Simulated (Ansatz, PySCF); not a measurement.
Noncovalent pair: HF (SMILES F) (first 2 atoms) with SO2 (SMILES O=S=O); geometry from B3LYP-D3(BJ)/def2-TZVP, rigid monomers moved along the line of their centres of mass till H2···O3 is 2.12 Å.
(charge 0, multiplicity 1):
```xyz
5

F      0.35084     0.50697    -0.65679
H      0.08404     0.72411     0.21057
O     -0.38522     0.60395     2.27566
S     -0.24356    -0.62915     3.01800
O     -0.58431    -0.61369     4.41075
```

Counterpoise-corrected where a basis set is named; no monomer relaxation.

Cores are frozen in the correlated methods. CBS: X⁻³ extrapolation of the correlation energy, Hartree–Fock from the larger set.

Run with Ansatz (an electronic-structure program) with Gaussian orbitals; PySCF for the dispersion terms. 

PBE/def2-TZVPPD gives -162.1 meV for the interaction energy.

Predict the shift from PBE, with its sign, for: PBE-D3(BJ)/def2-TZVPPD, r2SCAN/def2-TZVPPD, PBE0/def2-TZVPPD, wB97M-V/def2-TZVPPD, MP2/CBS(aug-cc-pV(D+d)Z, aug-cc-pV(T+d)Z), CCSD(T)/CBS(aug-cc-pV(D+d)Z, aug-cc-pV(T+d)Z).

PBE-D3(BJ)/def2-TZVPPD -19.0; r2SCAN/def2-TZVPPD -10.7; PBE0/def2-TZVPPD -3.4; wB97M-V/def2-TZVPPD -16.7; MP2/CBS(aug-cc-pV(D+d)Z, aug-cc-pV(T+d)Z) -0.7; CCSD(T)/CBS(aug-cc-pV(D+d)Z, aug-cc-pV(T+d)Z) -9.8 meV. 0 of 6 lie above PBE; the widest gap is to PBE-D3(BJ)/def2-TZVPPD.
